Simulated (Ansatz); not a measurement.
`CO[CH2][AlH2]` + `CI` → `[AlH2][CH2]CI` + CH₃OH  (formal exchange of groups at a C–O bond)

Gas-phase electronic energies from Ansatz, PBE0-D4/def2-TZVP geometries. CBS: MP2 limit from def2 TZ/QZ plus the TZ coupled-cluster correction, frozen cores. This one scheme is used for every species. DFT in def2-TZVPP. B3LYP here is the variant with VWN-RPA as its local correlation; programs differ in this. Elements past krypton have def2 core potentials. For I outer-core shells are correlated without core-valence functions, which leaves a few kJ/mol of doubt a bond. Each species was taken in one conformer, which may not be the lowest.

```tsv
level	ΔE (kJ/mol)	difference from CCSD(T)/CBS
PBE-D4	-51.7	4.5
r2SCAN-D4	-52.2	4.0
PBE0-D4	-53.6	2.6
ωB97X-V	-45.5	10.7
r2SCAN	-51.7	4.5
B3LYP	-44.0	12.2
MP2/def2-TZVPP	-60.2	-4.0
CCSD/def2-TZVPP	-51.1	5.1
CCSD(T)/def2-TZVPP	-52.6	3.6
CCSD/CBS(def2)	-54.8	1.4
CCSD(T)/CBS	-56.2	0
```

Largest T1 diagnostic among the species: 0.010.

In def2-TZVPP, CCSD(T) changes the Hartree–Fock value by −11.0 kJ/mol (the triples alone add −1.5 kJ/mol) and MP2 by −18.6 kJ/mol. The D4 term adds −3.7 kJ/mol with B3LYP and −2.0 kJ/mol with PBE0; it sums over pairs of atoms, weighted by their polarisabilities, and B3LYP, whose exchange is more repulsive, gets the larger term.
